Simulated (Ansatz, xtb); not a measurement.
# C4H7BO3S: which of two isomers lies lower

We compare a, `O=CC1(SB(O)O)CC1`, a singlet, with b, `C=CC(=S)COB(O)O`, a singlet. Both are isolated molecules in the gas phase, relaxed with B3LYP/def2-SVP; each stands in its lowest conformer found.

Q: Estimate which is lower in electronic energy at CCSD(T)/def2-SVP, and by roughly how much.

A: The CCSD(T)/def2-SVP calculation puts structure b lower, by 0.414 eV.

Level by level:

```csv
level,geometry,E(b) − E(a) (eV),departure from the last row (eV),"job, with rough time for the two"
GFN2-xTB,GFN2-xTB,−0.361,+0.053,"optimisation, 0.83 s"
HF/STO-3G,GFN2-xTB,+0.173,+0.587,"single point, 0.58 s"
r2SCAN-D4/def2-SVP,GFN2-xTB,−0.267,+0.148,"single point, 5.2 s"
B3LYP/def2-SVP,B3LYP/def2-SVP,−0.461,−0.047,"optimisation, 77 s"
HF/def2-SVP,B3LYP/def2-SVP,−0.569,−0.155,part of the CCSD(T) run
MP2/def2-SVP,B3LYP/def2-SVP,−0.231,+0.183,part of the CCSD(T) run
CCSD(T)/def2-SVP,B3LYP/def2-SVP,−0.414,,"single point, 2.9 min"
```

As drawn, b has 1 C=C, 1 C=S, 1 C–O, 1 B–O in place of 1 C=O, 2 C–C, 1 C–S, 1 B–S. Structure a has a 3-membered ring, b no ring.

HF/STO-3G puts the two in the other order. The largest departure from CCSD(T)/def2-SVP is that of HF/STO-3G, 0.587 eV. MP2 in a larger basis moves the difference by −0.086 eV, a step that isn't added because spin contamination makes open-shell MP2 unreliable in this search.

With thermal terms from frequencies at re-optimised GFN2-xTB minima (ideal gas, soft modes damped towards free rotors, one conformer each, 298.15 K, 1 atm): on the last row, ΔE + ΔZPE = −0.409, ΔH = −0.399, ΔG = −0.433 eV.

The correlated steps freeze 13 core orbitals. Codes used: Ansatz 0.2.0, xtb 6.7.1; the last row on 4 threads of Arm Neoverse V1 on a shared host.
